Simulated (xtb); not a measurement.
H4O2SeSi, SMILES [Se](O)O[SiH3]. All values are semi-empirical tight-binding results from xtb (GFN2-xTB unless named), good for trends rather than for accurate numbers. Geometry optimised at GFN2-xTB. This is a generated structure with no PubChem entry under its InChIKey; it may be hypothetical. Other conformers were not sampled.

Optimised geometry:

```xyz
8

Se    -0.1602     0.6404     0.7820
O     -1.8388     0.3295     0.2766
H     -2.0488     0.7727    -0.5521
O      0.6906    -0.7289    -0.0215
Si     0.9675    -1.1179    -1.5839
H     -0.2963    -1.4613    -2.2415
H      1.8555    -2.2495    -1.3663
H      1.5771     0.0096    -2.2943
```

Computed properties:
The orbital gap is 3.16 eV, the zero-point energy is 25.3 kcal/mol and the G − E(el) at 298.15 K (modified RRHO) comes out as 5.2 kcal/mol. The static polarisability (D4 model) is 69.4 bohr³ and the solvation energy, GFN2-xTB/ALPB(water) is -3.5 kcal/mol. The solvation energy, GFN2-xTB/ALPB(hexane) comes out as -2.3 kcal/mol.

Computed atomic charges and the Wiberg bond orders between heavy atoms:
charges (e) Se1 0.22, O2 -0.40, H3 0.32, O4 -0.41, Si5 0.52, H6 -0.09, H7 -0.07, H8 -0.09. Bond orders Se1–O2 1.27, Se1–O4 1.12, O4–Si5 1.05.
